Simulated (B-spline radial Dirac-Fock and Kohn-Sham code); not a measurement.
# Two-hole binding energies of Cs²⁷⁺

System: the Cs²⁷⁺ ion, configuration [Ar] 3d10.

Input of the calculation (task.json; shells as n, l, electrons):

```json
{"items": [{
  "Z": 55,
  "q": 27,
  "cfg": [[1, 0, 2], [2, 0, 2], [2, 1, 6], [3, 0, 2], [3, 1, 6], [3, 2, 10]],
  "A": 133,
  "rrms": 4.8041,
  "do": ["binding", "quiet", "double"]
}]}
```

Run with: `python xray_run.py task.json out`

The computed values come from a radial finite-basis atomic code: relaxed Dirac-Fock hole states (ΔSCF) with Breit and QED corrections and a finite nucleus. U is the two-hole binding energy less the two single-hole energies, the effective repulsion of the holes after relaxation. Each two-hole energy is an average over J within one jj subconfiguration.

| holes | E(a) (eV) | E(b) (eV) | E(ab) (eV) | U (eV) |
| --- | --- | --- | --- | --- |
| 1s⁻² | 36933.1 | 36933.1 | 74819.0 | 952.8 |
| 1s⁻¹ 2p1/2⁻¹ | 36933.1 | 6285.5 | 43519.4 | 300.7 |
| 1s⁻¹ 2p3/2⁻¹ | 36933.1 | 5935.8 | 43143.9 | 275.0 |
| 1s⁻¹ 3p1/2⁻¹ | 36933.1 | 1930.4 | ? | ? |
| 1s⁻¹ 3p3/2⁻¹ | 36933.1 | 1859.1 | 38900.4 | 108.2 |
| 1s⁻¹ 3d5/2⁻¹ | 36933.1 | 1592.7 | 38629.2 | 103.3 |
| 2s⁻² | 6640.4 | 6640.4 | 13466.9 | 186.1 |
| 2s⁻¹ 2p1/2⁻¹ | 6640.4 | 6285.5 | 13103.3 | 177.4 |
| 2p1/2⁻¹ 2p3/2⁻¹ | 6285.5 | 5935.8 | 12425.2 | 204.0 |
| 2s⁻¹ 3p3/2⁻¹ | 6640.4 | 1859.1 | 8594.4 | 94.9 |
| 2p3/2⁻¹ 3s⁻¹ | 5935.8 | 2077.6 | 8108.4 | 95.0 |
| 2p3/2⁻¹ 3p1/2⁻¹ | 5935.8 | 1930.4 | 7966.1 | 99.9 |
| 3d3/2⁻² | 1607.6 | 1607.6 | 3299.1 | 83.8 |
| 3d5/2⁻² | 1592.7 | 1592.7 | 3268.8 | 83.3 |

Q: Give the missing two-hole energy and U.

A: E(ab) = 38977.7 eV and U = 114.1 eV.
